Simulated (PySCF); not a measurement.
SeF4, SMILES F[Se](F)(F)F. Coordinates come from a TPSSh-D3(BJ)/def2-SVP optimisation. The isomer is the one that the SMILES or the coordinates give; other isomers of the formula were not compared.

### Question
Give the equilibrium geometry at TPSSh-D3(BJ)/def2-SVP (PySCF confirms it by a frequency run) as bond lengths and angles, and its point group. (Estimate from the structure and the level; the computed values follow.)

### Answer
point group C2v.
Atoms: Se1 F2 F3 F4 F5. Bonds (Å): Se1–F2 1.790, Se1–F3 1.725, Se1–F4 1.790, Se1–F5 1.725. Bond angles (°): F2–Se1–F3 86.6, F2–Se1–F4 169.5, F2–Se1–F5 86.6, F3–Se1–F4 86.6, F3–Se1–F5 100.3, F4–Se1–F5 86.6.
Charge 0, spin multiplicity 1.
